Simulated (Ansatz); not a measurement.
Geometry optimisation, UHF/def2-SVP (Ansatz 0.2.0).

Input:

```yaml
crystal:
  periodic: [false, false, false]
  atoms:
    - { symbol: Zr, position_ang: [0.0, 0.0, 0.0] }
    - { symbol: F, position_ang: [0.0, 0.0, 2.23] }
    - { symbol: "N", position_ang: [2.084, 0.0, -0.7359] }
    - { symbol: H, position_ang: [2.5823, -0.918, -0.9166] }
    - { symbol: H, position_ang: [2.5853, 0.918, -0.9082] }
    - { symbol: O, position_ang: [-0.975, 1.6891, -0.6893] }
    - { symbol: H, position_ang: [-1.9328, 1.4584, -0.9117] }
    - { symbol: O, position_ang: [-0.975, -1.6891, -0.6893] }
    - { symbol: H, position_ang: [-1.4296, -2.1548, 0.0831] }
    - { symbol: O, position_ang: [0.0, 0.0, 3.76] }
    - { symbol: H, position_ang: [-0.5144, -0.8011, 4.0971] }
magnetization:
  spin_polarized: true
  initial_magnetization: 1
basis:
  gaussian: { orbitals: def2-SVP }
hamiltonian:
  xc: hf
relax:
  f_tol: 0.15
  max_steps: 25
  restrain:
    - { distance: [1, 9], at: 2.43, k: 30.0 }
    - { distance: [0, 1], at: 1.98, k: 30.0 }
```

Launched with:

```bash
$ ansatz run input.yaml --threads 4 --pin off --max-ram 5120MiB --backend cpu --events-out ev --progress --plain --runs-dir out
```

Q: Where does it end, and by what steps?

A: The forces met the threshold. The restraints hold the end off the free minimum. After 12 steps the energy has fallen by 6.038 eV (the restraints' own energy left out); H9 moved furthest, 1.06 Å. The start is strongly strained (largest force component 16 eV/Å).

```
step  energy less start (eV)  largest force component (eV/Å)  accepted
   0                  0.0000                          16.107       yes
   1                 -3.7523                           5.863       yes
   2                 -5.2364                           1.227       yes
   3                 -5.5870                           1.268       yes
   4                 -5.6789                           1.547       yes
   5                 -5.8474                           0.852       yes
   6                 -5.9039                           1.228       yes
   7                 -5.9848                           0.971       yes
   8                 -6.0260                           1.004       yes
   9                 -6.0262                           1.036       yes
  10                 -6.0225                           1.075        no
  11                 -6.0316                           1.078       yes
  12                 -6.0383                           1.062       yes
```

```xyz
11
Properties=species:S:1:pos:R:3
Zr -0.088 -0.214 0.072
F -0.056 -0.336 2.039
N 1.817 -0.063 -0.642
H 2.426 -0.831 -0.870
H 2.310 0.793 -0.834
O -1.046 1.373 -0.430
H -1.593 2.101 -0.665
O -0.842 -1.864 -0.560
H -1.294 -2.632 -0.858
O -0.146 0.411 4.382
H -0.063 -0.235 3.686
```

Run time: 43 s on 4 threads of Arm Neoverse V2, with other jobs on the host, peak memory 0.38 GiB.
